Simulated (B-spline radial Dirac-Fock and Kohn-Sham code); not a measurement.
# Satellites and hypersatellites of the K lines of Cr⁴⁺

System: Cr⁴⁺ in the configuration 1s2 2s2 2p6 3s2 3p6 3d2, inside a Watson sphere of charge -4 and radius 1.8 Å (a model of the Madelung potential; inside it an electron's potential energy is raised by 32.0 eV).

Input of the calculation (task.json; shells as n, l, electrons):

```json
{"items": [{
  "Z": 24,
  "q": 4,
  "cfg": [[1, 0, 2], [2, 0, 2], [2, 1, 6], [3, 0, 2], [3, 1, 6], [3, 2, 2]],
  "A": 52,
  "rrms": 3.6452,
  "watson": [-4, 1.8],
  "do": ["binding", "quiet", "double"]
}]}
```

Run with: `python xray_run.py task.json out`

Level of theory: Dirac-Fock ΔSCF + Breit + QED; a radial atomic solver. Each two-hole energy is an average over J within one jj subconfiguration, not an observable level; in light atoms, where LS coupling holds, the j-resolved values are not observed lines, and for a K spectator the Kα1 hypersatellite is nearly forbidden. Correlation and solid-state effects are left out.

Lines without a spectator: Kα2 (K-L2) 5403.4 eV, Kα1 (K-L3) 5411.8 eV, Kβ3 (K-M2) 5950.3 eV, Kβ1 (K-M3) 5951.4 eV. Shifts in eV with one spectator hole (a dash: not computed, or left out as unreliable):

| spectator hole | Kα2 | Kα1 | Kβ3 | Kβ1 |
| --- | --- | --- | --- | --- |
| K (1s) | +249.7 | +251.3 | +313.4 | +313.7 |
| L2 (2p1/2) | +22.19 | +27.25 | – | +65.9 |
| L3 (2p3/2) | +25.67 | +24.49 | +64.2 | – |
| M2 (3p1/2) | – | +2.05 | +6.74 | +8.23 |
| M3 (3p3/2) | +1.89 | – | +7.94 | +7.54 |

With n spectator holes in 2p, averaged over the 2p shell (energies in eV):

```
n    KαLⁿ   step  hypersatellite KαʰLⁿ
0  5409.0      –                5659.7
1  5434.3  +25.4                5686.4
2  5461.0  +26.7                5714.4
3  5489.0  +28.0                5743.7
4  5518.2  +29.2                5774.2
5  5548.7  +30.5                5806.0
```
